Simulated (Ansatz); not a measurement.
Cu₈Te₄. Charge 0, multiplicity 1. Geometry PBE-D4/def2-SVP.

Cartesian coordinates in Å:
```
Cu 0.5665 1.3597 -1.1070
Cu -0.9485 -2.0656 -0.9198
Cu 0.9151 -0.9136 -1.7746
Cu -0.0917 -0.9351 1.1256
Cu 2.1467 -0.2634 0.2457
Cu 0.5754 1.4370 1.5304
Cu -2.3845 -0.5114 0.2541
Cu -1.4476 1.6435 0.1571
Te -1.7023 0.5812 2.5125
Te 1.3865 -2.7615 -0.0127
Te 2.5423 2.2266 0.1625
Te -1.5579 0.2025 -2.1737
```

In the def2 sets Te takes a core potential; there is no spin–orbit coupling. Single mean-field runs in def2-TZVP are fitted with def2-universal-jkfit. Another isomer (singlet) lies 0.39 eV lower at PBE0-D4/def2-TZVP; other spin states weren't run for this one.

(1) Estimate the orbital energies around the gap (eV) in Ansatz with PBE-D4/def2-SVP, PBE-D4/def2-TZVP, PBE0-D4/def2-SVP, PBE0-D4/def2-TZVP, r2SCAN0-D4/def2-TZVP.

## Answers

(1) 
```tsv
orbital	PBE-D4/def2-SVP	PBE-D4/def2-TZVP	PBE0-D4/def2-SVP	PBE0-D4/def2-TZVP	r2SCAN0-D4/def2-TZVP
HOMO−9	-5.81	-6.07	-7.45	-7.65	-7.80
HOMO−8	-5.76	-6.02	-7.19	-7.32	-7.47
HOMO−7	-5.71	-5.95	-7.10	-7.27	-7.41
HOMO−6	-5.61	-5.83	-6.89	-7.04	-7.18
HOMO−5	-5.57	-5.80	-6.77	-6.91	-7.05
HOMO−4	-5.50	-5.71	-6.68	-6.81	-6.96
HOMO−3	-5.29	-5.50	-6.39	-6.53	-6.66
HOMO−2	-5.17	-5.38	-6.31	-6.46	-6.58
HOMO−1	-5.04	-5.23	-6.21	-6.33	-6.48
HOMO	-4.97	-5.16	-6.06	-6.19	-6.33
LUMO	-3.28	-3.48	-2.62	-2.80	-2.76
LUMO+1	-2.84	-3.11	-2.12	-2.38	-2.32
LUMO+2	-2.64	-2.87	-1.93	-2.14	-2.06
LUMO+3	-2.14	-2.39	-1.47	-1.69	-1.61
LUMO+4	-1.94	-2.33	-1.17	-1.57	-1.49
LUMO+5	-1.77	-1.94	-0.98	-1.10	-0.97
```
